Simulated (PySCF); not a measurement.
**Simulated characterisation data**

[PySCF 2.14: structure optimised with PBE0-D3(BJ)/def2-SVP; shieldings: GIAO PBE0/pcSseg-1; relativity neglected; one averaged value for each set of equivalent atoms; no solvent; a single conformation]

Shifts are taken against calculated references (same method and geometry level): TMS for 1H and 13C. Where no couplings were computed, multiplicities follow the n + 1 count of equivalent neighbours, and m marks all less simple cases (inequivalent or close neighbours, rings, F or P nearby). Acid and N–H amide carbonyl carbons lie up to 10 ppm further downfield in solution (hydrogen bonding). Shifts are as computed. Against solution values, carbons near 30 ppm lie about +2 ppm off and those near 130 ppm about +5 ppm. Of 1211 compounds with measured shifts, 218 miss one by over three times the rms of a fit or turn the order of signals round; such compounds aren't used in these exercises. OH and NH positions are gas-phase values without hydrogen bonding to other molecules.

Compound 1 (C₈H₈O₂). 1H NMR (400 MHz, computed): δ 7.60 (m, 2H), 7.48 (m, 2H), 7.42 (m, 1H), 5.37 (br s, 1H), 3.31 (s, 2H). 13C{1H} NMR (computed): δ 174.8, 139.9, 135.5, 134.3, 133.1, 43.3. Structure: `O=C(O)Cc1ccccc1`.

Compound 2 (C₈H₈O₂). 1H NMR (400 MHz, computed): δ 8.34 (d, 2H), 7.62 (m, 1H), 7.55 (m, 2H), 3.86 (s, 3H). 13C{1H} NMR (computed): δ 170.0 (C), 138.7 (CH), 136.4 (CH), 133.8 (C), 133.4 (CH), 52.2 (CH3). Structure: `O=C(OC)c1ccccc1`.
